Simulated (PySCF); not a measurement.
A small calculation by hand: dipole moment from atomic charges

Ge(H)(Me) (CH₄Ge), SMILES [GeH][CH3] (connectivity only; charge and spin as stated), neutral, multiplicity 1. Atoms are numbered in the order given.

```xyz
6

Ge     0.0523    -0.4492     0.0000
H     -1.5349    -0.5914     0.0000
C     -0.0023     1.5351     0.0000
H      0.9911     1.9846     0.0000
H     -0.5575     1.8854     0.8771
H     -0.5575     1.8854    -0.8771
```

Geometry optimised at ωB97X-D3(BJ)/def2-TZVP.

Charges (e) from HF/def2-TZVPD (PySCF):

```json
[
 {"atom": "Ge1", "IAO": "0.446", "ESP fit": "-0.028"},
 {"atom": "H2", "IAO": "-0.177", "ESP fit": "-0.068"},
 {"atom": "C3", "IAO": "-0.669", "ESP fit": "0.176"},
 {"atom": "H4", "IAO": "0.129", "ESP fit": "-0.057"},
 {"atom": "H5", "IAO": "0.136", "ESP fit": "-0.011"},
 {"atom": "H6", "IAO": "0.136", "ESP fit": "-0.011"}
]
```

The dipole moment of the full density is 0.87 D.

Task: What dipole moment does each set of point charges give, and which comes closer to that of the density?

Result: 
μ = Σ q r, and 1 e Å = 4.8032 D.
IAO: Σ q r = (0.273, -0.354, 0.000) e Å, |μ| = 2.15 D.
ESP fit: Σ q r = (0.058, 0.168, 0.000) e Å, |μ| = 0.86 D.
ESP fit comes closer in size. Point charges leave out the atoms' own dipoles (lone pairs, polarised bonds); fits to the potential absorb them, partitions of the density don't.
